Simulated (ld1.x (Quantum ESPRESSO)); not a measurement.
# Reading a pseudo-wave (phosphorus (P))

Columns: radius, all-electron u(r) and pseudo u(r) of the 3p shell (level -24.28 eV) of phosphorus in the configuration [Ne] 3s2 3p1; PBE, scalar-relativistic, TM scheme, ld1.x (Quantum ESPRESSO) 7.5.

```
r (bohr)  all-electron   pseudo
   0.085        0.1279  -0.0062
   0.170        0.2827  -0.0245
   0.255        0.3547  -0.0536
   0.340        0.3449  -0.0917
   0.425        0.2771  -0.1367
   0.510        0.1748  -0.1862
   0.595        0.0558  -0.2381
   0.680       -0.0674  -0.2913
   0.765       -0.1871  -0.3453
   0.850       -0.2983  -0.4002
   0.935       -0.3982  -0.4564
   1.020       -0.4855  -0.5137
   1.105       -0.5601  -0.5707
   1.190       -0.6223  -0.6249
   1.275       -0.6725  -0.6728
   1.360       -0.7112  -0.7112
   1.445       -0.7392  -0.7392
   1.530       -0.7574  -0.7574
   1.615       -0.7668  -0.7668
   1.700       -0.7684  -0.7684
   1.785       -0.7632  -0.7632
   1.870       -0.7523  -0.7523
   1.955       -0.7366  -0.7366
   2.040       -0.7170  -0.7170
   2.125       -0.6943  -0.6943
   2.210       -0.6692  -0.6692
```

Q: How many radial nodes do the two functions have?

A: The all-electron 3p function has n − l − 1 = 1; the pseudo-wave has 0, since the states of the same l below it are removed with the core.

Q: At about which radius was the pseudo-wave matched?

A: 1.40 bohr. The columns agree to 0.0005 from 1.27 bohr on; several derivatives are matched, so the curves merge somewhat inside the radius.

Q: Is the pseudo-wave norm-conserving?

A: Yes: the TM scheme keeps the norm inside the radius equal to the all-electron one, which fixes the energy derivative of the logarithmic derivative at the level.
